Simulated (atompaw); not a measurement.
# u(r) = r·R(r): atom against pseudo-atom (Nd)

Columns: radius, all-electron u(r) and pseudo u(r) of the 5s shell (level -40.78 eV) of neodymium in the configuration [Kr] 4d10 4f4 5s2 5p6 5d0 6s1.75 6p0.25; PBE, scalar-relativistic, PAW (atompaw) scheme, atompaw 4.2.0.5.

```
r (bohr)  all-electron  pseudo
   0.115        0.0025  0.1703
   0.231        0.3024  0.3368
   0.346       -0.2137  0.4918
   0.462       -0.5161  0.6335
   0.577       -0.4091  0.7557
   0.692       -0.0850  0.8566
   0.808        0.2790  0.9347
   0.923        0.5811  0.9878
   1.038        0.7936  1.0165
   1.154        0.9194  1.0218
   1.269        0.9718  1.0053
   1.385        0.9698  0.9695
   1.500        0.9304  0.9181
   1.615        0.8673  0.8545
   1.731        0.7906  0.7818
   1.846        0.7092  0.7050
   1.962        0.6272  0.6263
   2.077        0.5494  0.5500
   2.192        0.4772  0.4780
   2.308        0.4110  0.4114
   2.423        0.3523  0.3524
   2.538        0.3006  0.3006
   2.654        0.2551  0.2551
   2.769        0.2160  0.2160
   2.885        0.1821  0.1821
   3.000        0.1534  0.1534
```

Q: How many radial nodes do the two functions have?

A: The all-electron 5s function has n − l − 1 = 4 (the table is too coarse to show those close to the nucleus); the pseudo-wave has 0, since the states of the same l below it are removed with the core.

Q: At about which radius was the pseudo-wave matched?

A: 2.55 bohr. The columns agree to 0.0005 from 2.31 bohr on; several derivatives are matched, so the curves merge somewhat inside the radius.

Q: Is the pseudo-wave norm-conserving?

A: No, it belongs to a PAW set: the norm inside the radius is not constrained, and the difference is carried by the augmentation charge.
